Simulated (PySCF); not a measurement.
Basis and Hamiltonian dependence of the excitation energy of Rh

Rh [Kr] 4d8 5s1 (4F) → Rh [Kr] 4d7 5s2 (4F). Calculated with PySCF 2.14 from differences of total energies of unrestricted determinants, without spin-orbit coupling. Values in eV.

```csv
basis,Hamiltonian,functions,UHF,LDA,PBE0,MP2 (valence),CCSD(T) (valence),CCSD(T) (valence and next inner shell)
aug-cc-pVDZ-PP with ECP28MDF,ECP,54,1.286,1.766,1.813,1.624,1.429,n/a
def2-TZVPPD with the def2 core potential (28 electrons),ECP,56,1.309,1.788,1.830,1.753,1.535,1.396
ANO-RCC-VTZP,spin-free X2C,68,1.308,2.009,1.948,1.817,1.587,1.503
aug-cc-pwCVDZ-PP with ECP28MDF,ECP,70,1.268,1.753,1.796,1.659,1.451,1.257
x2c-TZVPPall,spin-free X2C,79,1.302,1.972,1.929,1.778,1.544,1.448
def2-QZVPPD with the def2 core potential (28 electrons),ECP,88,1.302,1.781,1.824,1.786,1.586,n/a
"x2c-TZVPPall with one added diffuse shell each of s, p, d, f type",spin-free X2C,95,1.303,1.972,1.929,1.785,1.574,1.480
aug-cc-pVTZ-DK,spin-free X2C,102,1.298,1.959,1.915,1.757,1.542,n/a
"aug-cc-pVTZ-PP with one added diffuse shell each of s, p, d, f, g type with ECP28MDF",ECP,113,1.259,1.746,1.786,1.699,n/a,n/a
x2c-QZVPPall,spin-free X2C,118,1.291,1.955,1.912,1.776,n/a,n/a
aug-cc-pwCVTZ-PP with ECP28MDF,ECP,122,1.254,1.746,1.785,1.733,n/a,n/a
dyall-v2z,spin-free X2C,127,1.299,1.958,1.917,1.664,n/a,n/a
aug-cc-pwCVTZ-DK,spin-free X2C,136,1.291,1.963,1.915,1.777,n/a,n/a
```

Frozen in the all-electron rows: valence and next inner shell: [Ar] 3d10; valence: [Kr]; with a core potential, the same shells as far as they lie outside it.
